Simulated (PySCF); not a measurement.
PbHI, SMILES [I][PbH] (connectivity only; charge and spin as stated), neutral, multiplicity 1.

Geometry: B3LYP-D3(BJ)/def2-TZVP. The def2 effective core potentials stand for the cores of I, Pb; spin–orbit coupling is left out.

Vertical ionisation energy (IE) and electron affinity (EA) in eV. Rows of orbital energies are one-electron estimates. Where ΔSCF, EOM or ADC give a negative EA the extra electron is unbound and the value depends on the basis.

```tsv
level	IE	EA
−ε(HOMO), −ε(LUMO), PBE/def2-TZVPD (PySCF)	…	…
−ε(HOMO), −ε(LUMO), M06-2X/def2-TZVPD (PySCF)	7.79	2.38
```

Task: Fill in the missing entries. (An estimate is asked for; the answer gives what the named calculation found.)

Result: 
- −ε(HOMO), −ε(LUMO), PBE/def2-TZVPD (PySCF), IE: 5.77
- −ε(HOMO), −ε(LUMO), PBE/def2-TZVPD (PySCF), EA: 3.80
